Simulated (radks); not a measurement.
Results of a calculation; reference values are marked as such.
The caesium anion Cs-, [Xe] 6s2, held by a Watson sphere: a shell of charge +1.36 at radius R that stands for the Madelung well of a crystal (potential energy -1.36/R inside, -1.36/r outside, in hartree with lengths in bohr). Level of theory: scalar-relativistic Kohn-Sham, LDA (Slater exchange, Perdew-Wang correlation), spin-unpolarised, spherical densities, point nucleus (a radial shooting solver on a logarithmic mesh with Libxc functionals). Response by self-consistent Sternheimer equations with the Hartree and adiabatic LDA kernel, the relativistic mass of each level held fixed and spin-orbit coupling left out. The sphere does not respond.

R (bohr),e(5s) (eV),e(5p) (eV),e(6s) (eV),<r> 6s (bohr),sum of <r^2> (bohr^2),X-ray form factor at sin(theta)/lambda = 0.2 1/angstrom,alpha (bohr^3)
3.73,-29.934,-16.747,-4.985,4.724,102.1,43.853,212.0
4.13,-29.342,-16.146,-4.850,4.848,104.8,43.861,233.3
4.16,-29.303,-16.106,-4.838,4.858,105.0,43.861,235.2
4.77,-28.641,-15.424,-4.593,5.068,109.6,43.878,277.8
5.11,-28.356,-15.129,-4.447,5.189,112.3,43.886,305.7
5.43,-28.129,-14.895,-4.310,5.302,114.9,43.893,334.3
5.92,-27.840,-14.596,-4.103,5.471,119.0,43.900,382.0
6.2,-27.700,-14.451,-3.988,5.564,121.3,43.903,411.1
